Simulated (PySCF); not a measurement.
Correlation energy of N (nitrogen, neutral)

[He] 2s1 2p4, high-spin 4P determinant (an excited configuration). Computed with PySCF 2.14 in ANO-RCC-VTZP, with scalar relativity by spin-free X2C-1e. Frozen: nothing; 7 electrons correlated.

```json
{"level": "CCSD", "correlation energy (mhartree)": "-120.67"}
{"level": "(T)", "correlation energy (mhartree)": "-3.31"}
{"level": "CCSD(T)", "correlation energy (mhartree)": "-123.98"}
{"level": "CCSDT", "correlation energy (mhartree)": "-124.76"}
```

Diagnostics: T1 = 0.015, D1 = 0.0458, largest double amplitude 0.087.

Cost of the coupled-cluster step: about 0.29 core-seconds, for 7 correlated electrons.

Iterations:

```
CC2 = 0
CCSD nocc = (np.int64(5), np.int64(2)), nmo = (30, 30)
frozen orbitals [[], []]
max_cycle = 100
direct = 0
conv_tol = 1e-08
conv_tol_normt = 1e-06
diis_space = 8
diis_start_cycle = 0
Init t2, MP2 energy = -0.10070470552268
Init E_corr(UCCSD) = -0.100704705523129
cycle = 1  E_corr(UCCSD) = -0.113122899060415  dE = -0.0124181935  norm(t1,t2) = 0.0457637
cycle = 2  E_corr(UCCSD) = -0.116677640088513  dE = -0.00355474103  norm(t1,t2) = 0.0248306
cycle = 3  E_corr(UCCSD) = -0.120483023135576  dE = -0.00380538305  norm(t1,t2) = 0.0153792
cycle = 4  E_corr(UCCSD) = -0.120442338103287  dE = 4.06850323e-05  norm(t1,t2) = 0.00461507
cycle = 5  E_corr(UCCSD) = -0.120726988968937  dE = -0.000284650866  norm(t1,t2) = 0.00237744
cycle = 6  E_corr(UCCSD) = -0.120663461114495  dE = 6.35278544e-05  norm(t1,t2) = 0.0007373
cycle = 7  E_corr(UCCSD) = -0.120665866996268  dE = -2.40588177e-06  norm(t1,t2) = 0.000390838
cycle = 8  E_corr(UCCSD) = -0.12066592734727  dE = -6.0351002e-08  norm(t1,t2) = 0.000514158
cycle = 9  E_corr(UCCSD) = -0.120678972773572  dE = -1.30454263e-05  norm(t1,t2) = 0.000538593
cycle = 10  E_corr(UCCSD) = -0.120672644942245  dE = 6.32783133e-06  norm(t1,t2) = 4.27749e-05
cycle = 11  E_corr(UCCSD) = -0.12067233127635  dE = 3.13665895e-07  norm(t1,t2) = 1.37634e-05
cycle = 12  E_corr(UCCSD) = -0.120672996010538  dE = -6.64734188e-07  norm(t1,t2) = 4.79023e-06
cycle = 13  E_corr(UCCSD) = -0.120673039071794  dE = -4.3061256e-08  norm(t1,t2) = 9.48636e-07
cycle = 14  E_corr(UCCSD) = -0.12067301636192  dE = 2.27098733e-08  norm(t1,t2) = 2.68191e-07
cycle = 15  E_corr(UCCSD) = -0.120673014625091  dE = 1.73682904e-09  norm(t1,t2) = 6.47899e-08
UCCSD converged
E(UCCSD) = -54.1520207237493  E_corr = -0.1206730146250913
UCCSD(T) correction = -0.00330863132265821
```
